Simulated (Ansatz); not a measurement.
System: sum formula HSiO3, charge -1, multiplicity 1. It need not be the lowest isomer of its formula. Whether it binds its extra electron was not tested at this geometry. 
Structure (B3LYP-D3(BJ)/def2-TZVP (Ansatz, a first-principles code) minimum search):
```xyz
5

Si     0.1505     0.0565     0.0005
O     -0.1284     1.5807    -0.0196
O      1.4053    -0.8393     0.0211
O     -1.2902    -0.8192    -0.0007
H     -2.0001    -0.1679    -0.0141
```
Charge -1, spin multiplicity 1.

Problem. Give the harmonic wavenumbers at B3LYP-D3(BJ)/def2-TZVP (Ansatz, finite differences of forces, unscaled).

Solution. 329, 386, 396, 505, 769, 934, 1016, 1276, 3816 cm⁻¹. Zero-point energy 13.5 kcal/mol.

Problem. From these and the geometry, give the ideal-gas thermochemistry at 298.15 K and 1 atm (rigid rotor, harmonic oscillator).

Solution. Point group Cs, rotational symmetry number 1. Rotational constants 8.722, 7.512, 4.036 GHz. S(trans) 38.94, S(rot) 24.61, S(vib) 4.38, S(elec, spin only) 0.00, S 67.9 cal/(mol K). H(298) - H(0) 3.26 kcal/mol; G - E(el) -3.5 kcal/mol.
